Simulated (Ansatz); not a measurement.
# CH2GeN (SMILES N#[C][GeH2]): the energy, rung by rung

CH2GeN: 5 atoms, total charge 0, spin state doublet. SMILES: `N#[C][GeH2]`. Geometry: optimised at wB97X-V/def2-SVP.

```xyz
5

N     1.5942   -1.0322    1.3038
C     0.8451   -0.5393    0.5671
Ge   -0.3174    0.2432   -0.7497
H    -1.6617   -0.4928   -0.6945
H    -0.4101    1.7478   -0.4680
```

Each level gives the dissociation energy of the H4–Ge3 bond into doublet H and singlet CHGeN (shapes relaxed at wB97X-V/def2-SVP, no zero-point term) (eV). The values are calculated.

```tsv
level	kind	program	value (eV)
UHF/def2-TZVPP	Hartree–Fock	Ansatz	2.33
UPBE/def2-TZVPP	GGA	Ansatz	2.45
U-r2SCAN/def2-TZVPP	meta-GGA	Ansatz	2.71
UB3LYP/def2-TZVPP	global hybrid	Ansatz	2.46
UPBE0-D4/def2-TZVPP	global hybrid	Ansatz	2.58
U-wB97M-V/def2-TZVPP	range-separated hybrid	Ansatz	2.49
```

All-electron rows without a relativistic Hamiltonian named are non-relativistic. The values span 2.33 to 2.71 eV. A fragment with an even electron count was run as a singlet and may have a lower triplet. Measured bond enthalpies also hold zero-point and thermal terms, a few tenths of an eV less.
